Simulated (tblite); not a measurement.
Compound: C5H2N3S (doublet state).
SMILES with atom numbers: `[H]/[N:4]=[C:3](/[C:2]#[N:1])[c:5]1[c:6][n:7][cH:8][s:9]1` (hydrogens: H10 on N4; H11 on C8)

Computed geometry: GFN2-xTB, gas phase. This method treats the open shell by occupation alone, without spin polarisation.

Problem. List the bond lengths, angles and torsions at this level.

Solution. 
```
  bond  length (Å)
 N1≡C2       1.144
 C2–C3       1.434
 C3=N4       1.267
 C3–C5       1.449
 C5–C6       1.350
 C6–N7       1.307
 N7–C8       1.295
 C8–S9       1.728
 C5–S9       1.791
N4–H10       1.018
C8–H11       1.073
```

A selection of angles:
```
    angle  degrees
 N1–C2–C3    178.0
 C2–C3–N4    118.6
 C2–C3–C5    115.0
 N4–C3–C5    126.4
 C3–C5–C6    129.7
 C3–C5–S9    123.9
 C6–C5–S9    106.3
 C5–C6–N7    119.2
 C6–N7–C8    111.7
 N7–C8–S9    114.8
 C5–S9–C8     88.0
H10–N4–C3    114.7
```

Dihedral angles: C2–C3–C5–C6 180° (antiperiplanar); H10–N4–C3–C2 180° (antiperiplanar).

The 5-membered ring C5–C6–N7–C8–S9 has internal angles of 88.0° to 119.2° (sum 540°, against 540° for a flat polygon); it is planar, 0.00 Å rms from its mean plane, widest ring torsion 0°. N7 (nitrogen bonded to 2 C) is bent (angle 111.7°). The 2 C–S bonds span 1.728 Å (C8–S9, aromatic) to 1.791 Å (C5–S9, aromatic), a spread of 0.063 Å. The 4 C–N bonds span 1.144 Å (N1≡C2, drawn triple) to 1.307 Å (C6–N7, aromatic), a spread of 0.163 Å. The 9 heavy atoms lie in one plane (0.003 Å rms). The 3 C–C bonds span 1.350 Å (C5–C6, aromatic) to 1.449 Å (C3–C5, drawn single), a spread of 0.099 Å. C8 (carbon bonded to N, S and H) is planar (angles 123.8°, 121.5° and 114.8°, sum 360.0°, 0.00 Å off the plane of its three neighbours).

Point group: Cs (tolerance 0.08 Å). Its GFN2-xTB frequencies are all real (lowest 50 cm⁻¹).

The run took 1.2 s wall on an Intel Xeon at 2.50 GHz with one thread, shared host with 64 logical CPUs at a one-minute load of 59. These figures are those of the optimisation.

One conformer stands for the species.
